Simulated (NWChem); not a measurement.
System: GaCl2F; SMILES [F][Ga]([Cl])[Cl]

NWChem input:

```
start job
memory heap 200 mb stack 900 mb global 1100 mb
geometry units angstroms noautoz
  Ga     0.000000     0.000000     0.261702
  F      0.000000     0.000000     1.997480
  Cl    -1.859060     0.000000    -0.744637
  Cl     1.859060     0.000000    -0.744637
end
basis spherical
  * library def2-svpd
end
dft
  xc hfexch
  iterations 150
  mulliken
end
task dft energy
```

Excerpt of the output:

```
             Northwest Computational Chemistry Package (NWChem) 7.3.0
             --------------------------------------------------------

 C2V symmetry detected

                             Geometry "geometry" -> ""
                             -------------------------

 Output coordinates in angstroms (scale by  1.889725989 to convert to a.u.)

  No.       Tag          Charge          X              Y              Z
 ---- ---------------- ---------- -------------- -------------- --------------
    1 Ga                  31.0000     0.00000000     0.00000000     0.25126384
    2 F                    9.0000     0.00000000     0.00000000     1.98704184
    3 Cl                  17.0000    -1.85906000     0.00000000    -0.75507516
    4 Cl                  17.0000     1.85906000     0.00000000    -0.75507516

 Effective nuclear repulsion energy (a.u.)     438.9096995546

      Symmetry information
      --------------------

 Group name             C2v
 Group number             16
 Group order               4
 No. of unique centers     3

  xc_inp: hfexch multiplicative factor not found.

                                 NWChem DFT Module
                                 -----------------

 Summary of "ao basis" -> "ao basis" (spherical)
 ------------------------------------------------------------------------------
       Tag                 Description            Shells   Functions and Types
 ---------------- ------------------------------  ------  ---------------------
 Ga                        def2-svpd                14       38   6s4p4d
 F                         def2-svpd                 9       23   4s3p2d
 Cl                        def2-svpd                11       27   5s4p2d

      Symmetry analysis of basis
      --------------------------

        a1         48
        a2         14
        b1         32
        b2         21

            General Information
            -------------------
          SCF calculation type: DFT
          Wavefunction type:  closed shell.
          No. of atoms     :     4
          No. of electrons :    74
           Alpha electrons :    37
            Beta electrons :    37
          Charge           :     0
          Spin multiplicity:     1
          Use of symmetry is: on ; symmetry adaption is: on
          Maximum number of iterations: 150
          AO basis - number of functions:   115
                     number of shells:    45
          Convergence on energy requested:  1.00D-06
          Convergence on density requested:  1.00D-05
          Convergence on gradient requested:  5.00D-04

              XC Information
              --------------
                     Hartree-Fock (Exact) Exchange  1.000

      Superposition of Atomic Density Guess
      -------------------------------------

 Sum of atomic energies:       -2940.93243220

      Non-variational initial energy
      ------------------------------

 Total energy =   -2941.407716
 1-e energy   =   -4969.053248
 2-e energy   =    1588.735832
 HOMO         =      -0.451891
 LUMO         =      -0.062463

      Symmetry analysis of molecular orbitals - initial
      -------------------------------------------------

  Numbering of irreducible representations:

     1 a1          2 a2          3 b1          4 b2

  Orbital symmetries:

     1 a1          2 a1          3 b1          4 a1          5 b1
     6 a1          7 b2          8 a1          9 a1         10 b1
    11 a1         12 b1         13 a1         14 b2         15 b1
    16 a2         17 a1         18 b1         19 a1         20 b2
    21 a1         22 a1         23 b1         24 b2         25 a1
    26 a2         27 a1         28 b1         29 a1         30 b1
    31 b2         32 a1         33 b1         34 b2         35 a1
    36 a2         37 b1         38 a1         39 b2         40 a1
    41 b1         42 a1         43 a1         44 b1         45 b2
    46 a1         47 b2

     ---------------------------------------------
      Total Density - Mulliken Population Analysis
     ---------------------------------------------

    Atom       Charge   Shell Charges
 -----------   ------   -------------------------------------------------------
    1 Ga  31    28.81   2.00  2.00  2.00  0.63 -0.21 -0.01  6.00  5.98  0.41 -0.04  8.11  1.84  0.15 -0.02
    2 F    9     9.83   1.99  1.16  0.80 -0.00  3.55  2.18  0.15  0.00  0.01
    3 Cl  17    17.68   2.00  1.99  1.24  0.69  0.08  5.94  2.16  3.30  0.25  0.01  0.02
    4 Cl  17    17.68   2.00  1.99  1.24  0.69  0.08  5.94  2.16  3.30  0.25  0.01  0.02

   convergence    iter        energy       DeltaE   RMS-Dens  Diis-err
 ---------------- ----- ----------------- --------- --------- ---------
 d= 0,ls=0.0,diis     1  -2941.1802745633 -3.38D+03  7.51D-03  6.09D-01
 d= 0,ls=0.0,diis     2  -2941.2279363847 -4.77D-02  2.53D-03  3.04D-01
 d= 0,ls=0.0,diis     3  -2941.2523695839 -2.44D-02  5.98D-04  2.57D-03
 d= 0,ls=0.0,diis     4  -2941.2528214476 -4.52D-04  2.15D-04  2.81D-04
 d= 0,ls=0.0,diis     5  -2941.2528806215 -5.92D-05  4.77D-05  9.34D-06
  Resetting Diis
 d= 0,ls=0.0,diis     6  -2941.2528834566 -2.84D-06  1.27D-05  7.65D-07
 d= 0,ls=0.0,diis     7  -2941.2528836937 -2.37D-07  3.45D-06  1.38D-07

         Total DFT energy =    -2941.252883693679
      One electron energy =    -4968.108376668609
           Coulomb energy =     1726.833639195922
    Exchange-Corr. energy =     -138.887845775575
 Nuclear repulsion energy =      438.909699554582

 Numeric. integr. density =        0.000000000000

                  Occupations of the irreducible representations
                  ----------------------------------------------

                     irrep           alpha         beta
                     --------     --------     --------
                     a1               17.0         17.0
                     a2                3.0          3.0
                     b1               11.0         11.0
                     b2                6.0          6.0

[...]
```

Level: Hartree-Fock/def2-SVPD. Coordinates come from a PBE0/def2-SVP optimisation.
